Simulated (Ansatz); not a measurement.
`BCBN` + `OCO` → `BCOCO` + `BN`  (substitution at a C–B bond)

Gas-phase electronic energies from Ansatz, PBE0-D4/def2-TZVP geometries. CBS: MP2 limit from def2 TZ/QZ plus the TZ coupled-cluster correction, frozen cores. This one scheme is used for every species. Functionals use def2-TZVPP. One conformer a species, not always the lowest.

`BCBN`:

```xyz
11

B    -0.959   -1.101   -0.782
C     0.346   -0.290   -0.881
B     0.131    0.863    0.189
N     0.622    0.743    1.485
H    -1.017   -2.097   -0.116
H    -1.964   -0.716   -1.310
H     1.243   -0.867   -0.644
H     0.441    0.210   -1.849
H    -0.484    1.856   -0.083
H     0.504    1.457    2.182
H     1.137   -0.058    1.809
```

`OCO`:

Cartesian coordinates in Å:
```
O -0.598 -1.050 0.161
C 0.020 0.068 -0.404
O 0.563 0.930 0.551
H 0.070 -1.545 0.644
H -0.757 0.555 -1.002
H 0.859 -0.211 -1.051
H -0.157 1.252 1.102
```

`BCOCO`:

```xyz
12

B     1.375   -0.873   -1.456
C     0.424    0.069   -0.686
O     0.310   -0.203    0.696
C    -0.639    0.586    1.340
O    -1.951    0.303    0.948
H     1.565   -0.640   -2.615
H     1.891   -1.818   -0.941
H    -0.561   -0.009   -1.184
H     0.722    1.120   -0.853
H    -0.488    0.410    2.410
H    -0.490    1.648    1.111
H    -2.158   -0.593    1.229
```

`BN`:

Cartesian coordinates in Å:
```
B -0.555 -0.322 -0.232
N 0.571 0.332 0.239
H -0.430 -1.153 -1.085
H -1.624 -0.040 0.226
H 0.539 1.039 0.953
H 1.499 0.145 -0.100
```

```csv
level,ΔE (kJ/mol)
PBE0-D4,102.9
ωB97M-V,98.6
B2PLYP,96.8
HF/def2-TZVPP,86.7
SCS-MP2/def2-TZVPP,98.8
MP2/def2-QZVPP,108.0
HF/CBS(def2),87.0
CCSD/CBS(def2),101.5
```

(1) What does CCSD(T)/CBS give? (Estimate.)

Largest T1 diagnostic among the species: 0.012.

## Answers

(1) Computed: +102.5 kJ/mol. The listed levels differ from it by 0.4, -3.9, -5.7, -15.8, -3.7, 5.5, -15.5, -1.0 kJ/mol.

In def2-TZVPP, CCSD(T) changes the Hartree–Fock value by +13.1 kJ/mol (the triples alone add +0.9 kJ/mol) and MP2 by +19.7 kJ/mol.
